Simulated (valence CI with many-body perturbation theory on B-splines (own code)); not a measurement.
## E1 transitions of Co¹³⁺

Computed by valence CI with perturbative core correlation (CI+MBPT): four valence electrons over a frozen Dirac-Fock core [Ne], radial functions for each j: 11 s, 11 p, 10 d, 8 f, 5 g, 2 h, with the one-electron correlation potential Σ1, the two-electron term Σ2, the three-electron term Σ3, Breit, model QED; selected CI, second order for the rest, scaled by the run's own slope (own B-spline code, finite nucleus).

No measured levels were compared; by estimate levels of excited configurations hold to 0.05 to 0.15 % of their energy, terms of the ground configuration to about 0.5 %. Among the levels kept, up to 560 cm⁻¹ of a level comes from second order outside the variational space, and about a tenth of that is noise between levels of different J, which matters for small intervals.

Lines 51 to 100 of 558 in falling wavelength, among levels below 1290300 cm⁻¹, chosen from the strongest by gf and those to the six lowest levels. Wavelengths and rates use the calculated energies, so an error of 200 cm⁻¹ moves a line at 311.3 Å by 0.062 % and its rate by three times that or more. Electric multipoles are in the length gauge, E1 and E2 with the static RPA response of the core. Weak lines are less certain than strong ones. Lines between different terms over intervals too small for the method are left out, as are lines whose strength nearly cancels. Where a level lies close to another of its J and parity, the split of strength between their lines is uncertain. The highest levels of a list are the least certain.

Names give the largest LS component (configuration and term), which can be under half, so a name can repeat, a term be missing and a line seem to break the LS rules; names also repeat where a configuration has a term twice. Letters in brackets count levels of one name in rising energy.

```tsv
λ vac (Å)	Upper	Lower	A (s⁻¹)	log gf	Branch %
311.3	3p3.3d 5D°_1	3s.3p2.3d 5P_1	3.26e+09	-0.85	9.4
309.7	3p3.3d 3P°_2 [a]	3s.3p2.3d 3F_3 [b]	1.79e+09	-0.89	3.4
308.3	3p3.3d 3F°_4 [a]	3s.3p2.3d 5P_3	1.32e+09	-0.77	8.2
307.6	3p3.3d 5D°_2	3s.3p2.3d 5P_2	3.21e+09	-0.64	8.8
307.5	3s.3p2.3d 3D_3 [b]	3s2.3p.3d 1D°_2	1.47e+09	-0.83	5.0
307.4	3p3.3d 1F°_3 [b]	3s.3p2.3d 3F_4 [c]	1.25e+09	-0.91	2.7
304.9	3p3.3d 5D°_3	3s.3p2.3d 5P_2	2.22e+09	-0.66	6.7
304.6	3p3.3d 1D°_2 [b]	3s.3p2.3d 1D_2 [a]	1.84e+09	-0.89	2.5
304.5	3p3.3d 3F°_3 [a]	3s.3p2.3d 3F_4 [a]	1.63e+09	-0.80	12.2
303.3	3s.3p2.3d 3G_5	3s2.3p.3d 3F°_4	7.26e+09	0.04	100.0
301.0	3p3.3d 5D°_3	3s.3p2.3d 5P_3	2.15e+09	-0.69	6.5
300.1	3p3.3d 3F°_2 [a]	3s.3p2.3d 3F_3 [a]	2.07e+09	-0.85	22.2
300.0	3p3.3d 5D°_4	3s.3p2.3d 5P_3	2.89e+09	-0.45	9.9
300.0	3p4 3P_2	3s.3p3 3D°_3	5.73e+09	-0.41	60.4
299.1	3s.3p3 3P°_1	3s2.3p2 3P_2	9.44e+08	-1.42	19.5
298.8	3p3.3d 3F°_2 [b]	3s.3p2.3d 3F_2 [b]	2.48e+09	-0.78	11.1
298.6	3p3.3d 3F°_4 [a]	3s.3p2.3d 3F_4 [a]	2.02e+09	-0.61	12.6
298.3	3s.3p3 3P°_2	3s2.3p2 3P_2	3.90e+09	-0.58	90.5
296.8	3s.3p3 1D°_2	3s2.3p2 1D_2	5.99e+09	-0.40	95.9
296.7	3p3.3d 3F°_3 [a]	3s.3p2.3d 3F_3 [a]	1.70e+09	-0.80	12.8
296.4	3p3.3d 3D°_3 [a]	3s.3p2.3d 3F_4 [a]	1.58e+09	-0.84	10.4
296.0	3s.3p.3d2 3D°_3	3s.3p2.3d 3D_3 [e]	2.35e+09	-0.67	4.1
295.2	3p3.3d 3F°_2 [a]	3s.3p2.3d 3F_2 [a]	2.34e+09	-0.81	25.1
294.8	3s.3p2.3d 3G_4	3s2.3p.3d 3F°_3	7.76e+09	-0.04	94.9
293.3	3s.3p2.3d 3D_3 [c]	3s2.3p.3d 3D°_2	2.79e+09	-0.60	4.9
292.1	3s.3p2.3d 1P_1 [b]	3s2.3p.3d 1P°_1	3.09e+09	-0.93	3.2
291.8	3p3.3d 5D°_3	3s.3p2.3d 3F_4 [a]	2.36e+09	-0.68	7.2
290.8	3p3.3d 5D°_4	3s.3p2.3d 3F_4 [a]	2.67e+09	-0.52	9.1
290.5	3s.3p3 3P°_0	3s2.3p2 3P_1	4.80e+09	-1.22	100.0
290.3	3p3.3d 1D°_2 [c]	3s.3p2.3d 1D_2 [a]	3.44e+09	-0.66	4.8
290.1	3p3.3d 3D°_2 [a]	3s.3p2.3d 3F_3 [a]	2.42e+09	-0.82	16.4
289.8	3s.3p2.3d 3G_3	3s2.3p.3d 3F°_2	7.95e+09	-0.15	87.2
289.7	3s.3p3 3P°_1	3s2.3p2 3P_1	2.37e+09	-1.05	49.1
289.5	3s.3p3 3S°_1	3s2.3p2 1S_0	5.20e+08	-1.71	0.8
289.4	3p3.3d 3D°_2 [b]	3s.3p2.3d 3D_3 [a]	2.75e+09	-0.76	6.0
289.3	3s.3p2.3d 3F_2 [c]	3s2.3p.3d 3D°_1	3.46e+09	-0.66	5.2
289.1	3p3.3d 3D°_3 [a]	3s.3p2.3d 3F_3 [a]	2.60e+09	-0.64	17.2
289.0	3s.3p3 3P°_2	3s2.3p2 3P_1	4.01e+08	-1.60	9.3
287.1	3p3.3d 3F°_4 [b]	3s.3p2.3d 1F_3 [a]	1.08e+09	-0.92	4.8
286.2	3s.3p2.3d 3D_3 [d]	3s2.3p.3d 3D°_2	2.23e+09	-0.72	4.3
285.5	3p3.3d 3D°_2 [a]	3s.3p2.3d 3F_2 [a]	2.33e+09	-0.85	15.8
284.3	3s.3p2.3d 3F_4 [c]	3s2.3p.3d 3D°_3	1.09e+10	0.07	18.5
284.3	3p3.3d 3D°_1 [a]	3s.3p2.3d 3F_2 [a]	4.34e+09	-0.80	23.9
284.2	3p3.3d 3P°_2 [a]	3s.3p2.3d 3D_3 [a]	2.36e+09	-0.84	4.5
284.0	3p3.3d 3D°_1 [b]	3s.3p2.3d 3F_2 [c]	4.35e+09	-0.80	5.8
283.3	3p4 3P_1	3s.3p3 3D°_2	4.96e+09	-0.75	50.2
282.2	3s.3p.3d2 3F°_3 [b]	3s.3p2.3d 3D_3 [c]	2.16e+09	-0.74	3.3
280.1	3p3.3d 3F°_3 [b]	3s.3p2.3d 3D_2 [a]	3.46e+09	-0.55	15.3
280.1	3s.3p3 3P°_1	3s2.3p2 3P_0	1.41e+09	-1.30	29.2
279.4	3p3.3d 3F°_2 [b]	3s.3p2.3d 3D_1 [a]	3.65e+09	-0.67	16.4
```
